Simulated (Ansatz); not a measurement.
`[NH2][In]([Cl])[Br]` + H₂O → `[NH2][In]([OH])[Br]` + HCl at 600 K and 1 bar (formal hydrolysis of the In–Cl bond).

Computed with Ansatz on PBE0-D4/def2-TZVP structures; ΔE is electronic, products minus reactants. CCSD(T)/CBS is the MP2 limit (def2-TZVPP, def2-QZVPP) plus CCSD(T) − MP2 in def2-TZVPP, frozen cores. This one scheme is used for every species. def2 core potentials past Kr. For Br, In outer-core shells are correlated without core-valence functions, which leaves a few kJ/mol of doubt a bond. Scalar relativity is left out up to krypton. Each species was taken in one conformer, which may not be the lowest.

| species | CCSD(T)/CBS energy (Eh) | H − E (kJ/mol) | S (J/(mol·K)) |
| --- | --- | --- | --- |
| `[NH2][In]([Cl])[Br]` | -3278.93729 | 121.4 | 437.8 |
| H₂O | -76.37941 | 76.8 | 212.8 |
| `[NH2][In]([OH])[Br]` | -2894.90232 | 157.0 | 441.5 |
| HCl | -460.38127 | 35.4 | 207.2 |

H − E and S are ideal-gas, rigid-rotor, harmonic terms from PBE0-D4/def2-TZVP, for one conformer and one mirror image of each species. 1 Eh = 2625.50 kJ/mol, R = 8.31446 J/(mol·K).

Question: By hand: ΔE, ΔH, ΔS and ΔG.

Answer: ΔE = (-2894.90232) + (-460.38127) − (-3278.93729) − (-76.37941) = 0.03311 Eh = 86.9 kJ/mol. Δ(H − E) = 157.0 + 35.4 − 121.4 − 76.8 = -5.8, so ΔH = 81.1 kJ/mol. ΔS = 441.5 + 207.2 − 437.8 − 212.8 = -1.9 J/(mol·K). ΔG = 81.1 − 600 × (-1.9)/1000 = 82.2 kJ/mol.

Question: By hand: the equilibrium constant, and the temperature at which ΔG would vanish if ΔH and ΔS stayed fixed.

Answer: log₁₀ K = −ΔG/(RT ln 10) = -7.2. ΔH and −TΔS have one sign here, so there is no such temperature. One of them is within its doubt of zero, so this could turn.

The number of gas molecules stays the same, so ΔS is small and ΔH decides. A doubt of 5 kJ/mol in ΔE shifts log₁₀ K by 0.4 here. Other conformers and mirror images would add mixing entropy, several J/(mol·K) or more a flexible species. These are equilibria of isolated gas molecules and say nothing of rates. Largest T1 diagnostic: 0.013 (customary marks: 0.02 for closed shells, 0.045 for open ones).
